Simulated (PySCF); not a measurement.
Compound: C5H8O2 (charge +1 and doublet state).
Structure used (GFN2-xTB), in Å, numbered top down from 1:
```xyz
15
C5H8O2 angstrom
C     -2.1679   -0.4944   -0.3010
C     -1.3802    0.2571    0.7000
O     -1.6656    0.5675    1.8077
C      0.0250    0.7278    0.2000
C      0.9069   -0.4245   -0.2511
C      2.3511    0.0010   -0.2162
O      0.5189   -1.4911   -0.5952
H     -3.1210   -0.7844    0.1422
H     -1.6315   -1.3937   -0.6163
H     -2.3338    0.1100   -1.1922
H     -0.1237    1.3970   -0.6557
H      0.4942    1.2996    1.0054
H      2.7277   -0.2238    0.7849
H      2.4937    1.0602   -0.4113
H      2.9019   -0.6003   -0.9402
```

The hyperfine couplings belong to this conformer and change with its torsions.

Identity: `CC(=O)CC(C)=[O+]` [radical] (charge +1).

Theory: UKS B3LYP, pcH-1 on C H O, non-relativistic, mean-field spin-orbit, GIAO (PySCF). Geometry: GFN2-xTB, one conformer, isolated ion. Couplings are sensitive to structure, and on GFN2-xTB geometries they can be far from those on DFT ones, by a factor of two or more for some ions and for spin on atoms past the first row. Stability of the SCF solution: not tested.

Question: What is the g tensor, term by term?

Answer: 
```csv
Δg (ppm),1,2,3
relativistic mass correction,-292,-292,-292
gauge correction,16,39,33
orbital Zeeman/spin–orbit,-283,2284,3938
total,-559,2031,3679
```

So g = 2.00176, 2.00435, 2.00600 and g_iso = 2.00404; the tensor is rhombic: the two nearest values differ by 39 % of g3 − g1. Axes: g3 points within 15° of the C4–H11 bond.

Question: What effective moment and Curie constant follow for a powder?

Answer: With the mean of g² = 4.0162 and S(S+1) = 0.75: μ_eff = √(⟨g²⟩S(S+1)) = 1.736 μB and χT = 0.12505·⟨g²⟩·S(S+1) = 0.377 cm³ K/mol (cgs; spin-Hamiltonian part alone).

Question: Average each term over the three axes. Which is largest in size?

Answer: The orbital-Zeeman/spin–orbit term 1980, the mass correction -292 and the gauge correction 29 ppm, for a total of 1717 ppm. The orbital-Zeeman/spin–orbit term is the largest in size. The mass correction is the same along every axis, so the anisotropy comes from the other two: their spans along these axes are 22 (gauge) and 4221 ppm (orbital Zeeman/spin–orbit).

Question: In a frozen sample, at which fields do the three g values resonate at 9.5, 34, 94 and 263 GHz (hyperfine left aside), and which band first spreads them over more than twice a line width of 0.3 mT?

Answer: 
```tsv
band	GHz	B(g3) mT	B(g2) mT	B(g1) mT	spread mT
X	9.5	338.36	338.64	339.08	0.72
Q	34.0	1210.98	1211.98	1213.54	2.56
W	94.0	3348.00	3350.75	3355.09	7.09
J	263.0	9367.28	9374.98	9387.11	19.83
```

The spread grows in proportion to the frequency. X band is the first where it exceeds 0.6 mT.

The largest Mulliken spin populations are on O3 (+0.45), O7 (+0.26), C4 (+0.20) and C6 (+0.09). Three atoms exceed +0.15.

The HOMO–LUMO gaps are 6.78 eV among the α and 1.68 eV among the β orbitals.
